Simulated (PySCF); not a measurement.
**Working out the excitation energy of In⁺**

In⁺ [Kr] 4d10 5s2 (1S) → In⁺ [Kr] 4d10 5s1 6s1 (3S). All numbers are calculated (PySCF 2.14, a scalar-relativistic core potential, in aug-cc-pwCVDZ-PP with ECP28MDF). Frozen: nothing. Energies in hartree (1 hartree = 27.21139 eV):

| part | In⁺ (lower) | In⁺ (upper) |
| --- | --- | --- |
| UHF | -189.014394 | -188.642256 |
| MP2 opposite-spin | -0.251349 | -0.210939 |
| MP2 same-spin | -0.129378 | -0.118344 |

Q: What does Hartree-Fock give?

A: (-188.642256) − (-189.014394) = 0.372138 hartree = 10.126 eV.

Q: What do MP2 and SCS-MP2 (6/5 opposite-spin, 1/3 same-spin) give?

A: The opposite-spin parts differ by 1.100 eV and the same-spin parts by 0.300 eV. MP2: 10.126 + (1.100) + (0.300) = 11.526 eV. SCS-MP2: 10.126 + 1.2 × (1.100) + (0.300)/3 = 11.546 eV.

Measured between the centres of the two terms (NIST): 11.645 eV, so MP2 (valence and next inner shell) is off by -0.119 eV.

A double-zeta basis recovers only part of the correlation energy.

What remains against the reference includes basis incompleteness and correlation beyond second order.
